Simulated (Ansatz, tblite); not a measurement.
Isomers of Au$_{5}$Cl$_{4}$⁺ (singlet), found by a short tight-binding search and relaxed with PBE0-D4/def2-SVP in Ansatz.

In the def2 sets Au takes a core potential; there is no spin–orbit coupling. The xTB rows come from tblite. Correlated methods freeze 20 core orbitals; core or outer-core shells of Au are correlated, in sets that lack core-valence functions.

Other spin states weren't relaxed.

A:

```xyz
9

Au    0.2995   -1.6411    2.1619
Au    0.0358    1.3184   -1.1979
Au   -1.1994    1.1607   -3.6349
Au    2.1998    0.6859    0.9614
Au   -1.8915   -0.9945   -0.0655
Cl    2.3292    1.6585   -1.1931
Cl    2.0098   -0.3114    3.0630
Cl   -1.4396   -2.9015    1.1864
Cl   -2.3435    1.0250   -1.2813
```

B:

Cartesian coordinates in Å:
```
Au -2.584 1.412 0.056
Au 3.362 -3.444 1.949
Au -0.856 -0.041 -1.899
Au 1.431 -0.903 0.056
Au 0.336 2.034 -0.056
Cl 1.547 0.656 -1.756
Cl -3.185 -0.274 -1.534
Cl 1.267 -2.417 1.832
Cl -1.318 2.977 1.353
```

C:

| atom | x (Å) | y (Å) | z (Å) |
| --- | --- | --- | --- |
| Au1 | -0.714 | -0.856 | -0.431 |
| Au2 | -1.439 | 1.790 | -0.793 |
| Au3 | -1.133 | 0.052 | 2.149 |
| Au4 | 1.602 | -1.594 | 0.892 |
| Au5 | 1.296 | 0.143 | -2.050 |
| Cl6 | 2.752 | -1.483 | -1.162 |
| Cl7 | -0.200 | 1.804 | -2.797 |
| Cl8 | 0.394 | -1.571 | 2.915 |
| Cl9 | -2.559 | 1.714 | 1.279 |

Task: Estimate their order by electronic energy at PBE0-D4/def2-TZVP, counted from the lowest.

Result: C (0.0) < A (107.2) < B (140.1), in kJ/mol.

Task: Do the other levels pick the same lowest one?

Result: Not HF/def2-SVP. Energies above each level's lowest (kJ/mol):

```tsv
level	A	B	C
GFN1-xTB	116.2	145.2	0.0
GFN2-xTB	66.9	78.1	0.0
HF/def2-SVP	6.7	0.0	26.7
LDA (SPW92)/def2-TZVP	162.6	222.9	0.0
PBE-D4/def2-SVP	122.0	160.2	0.0
PBE-D4/def2-TZVP	125.8	172.8	0.0
r2SCAN-D4/def2-TZVP	133.5	177.7	0.0
PBE0-D4/def2-SVP	102.5	125.6	0.0
PBE0-D4/def2-TZVP	107.2	140.1	0.0
RPA@PBE/def2-SVP	110.5	122.6	0.0
MP2/def2-SVP	124.8	153.3	0.0
```
Point groups (tolerance 0.1 Å): A not assigned, B not assigned, C C4v. Lower isomers may exist. From def2-SVP to def2-TZVP the PBE0 values move by up to 14.4 kJ/mol, so results in the small set are rough.
